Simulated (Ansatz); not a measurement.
Reaction (redistribution): `Cl[SiH2]O[SiH](Cl)Cl` + `C#[C][SnH2][Cl]` → `[SiH3]O[SiH](Cl)Cl` + `C#[C][SnH]([Cl])[Cl]`

Calculated with Ansatz (gas phase, PBE0-D4/def2-TZVP geometries, no zero-point term in ΔE). CCSD(T)/CBS is the MP2 limit (def2-TZVPP, def2-QZVPP) plus CCSD(T) − MP2 in def2-TZVPP, frozen cores. Elements past krypton have def2 core potentials. For Sn outer-core shells are correlated without core-valence functions, which leaves a few kJ/mol of doubt a bond. Each species was taken in one conformer, which may not be the lowest.

```csv
species,MP2/def2-TZVPP energy (Eh)
`Cl[SiH2]O[SiH](Cl)Cl`,-2034.37717
`C#[C][SnH2][Cl]`,-751.15985
`[SiH3]O[SiH](Cl)Cl`,-1575.20462
`C#[C][SnH]([Cl])[Cl]`,-1210.32512
```

Problem. Work out ΔE.

Solution. ΔE = (-1575.20462) + (-1210.32512) − (-2034.37717) − (-751.15985) = 0.00728 Eh = +19.1 kJ/mol. CCSD(T)/CBS gives +15.5 kJ/mol.

Largest T1 diagnostic among the species: 0.013.

In def2-TZVPP, CCSD(T) changes the Hartree–Fock value by +6.9 kJ/mol (the triples alone add −0.2 kJ/mol) and MP2 by +6.5 kJ/mol.
